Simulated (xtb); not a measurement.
xtb input:

```bash
xtb mol.xyz --gfn 2 --sp --chrg 0 --uhf 0
```
mol.xyz:
```
16

Si     2.15754073    -0.12078471    -0.10625942
C      0.30487195    -0.04429451    -0.04403419
C     -0.51264908    -0.26344291    -1.07866750
C     -1.97048085    -0.17636053    -0.70914874
C     -1.93408985     0.48062670     0.68712565
C     -0.50394186     0.22642408     1.21437292
H      2.60306230    -0.42837636    -1.48579293
H      2.67218147    -1.16550150     0.81516200
H      2.74998716     1.17203444     0.32030405
H     -0.18375276    -0.51513722    -2.07989672
H     -2.41063616    -1.18031872    -0.67764950
H     -2.55784510     0.39513362    -1.43139765
H     -2.70456660     0.09838977     1.35626298
H     -2.09430931     1.55533374     0.58394062
H     -0.11776276     1.06848349     1.79328676
H     -0.46419016    -0.64677207     1.87552334
```

### Question
What final total energy does it print?

### Answer
-17.51124 Eh (GFN2-xTB).
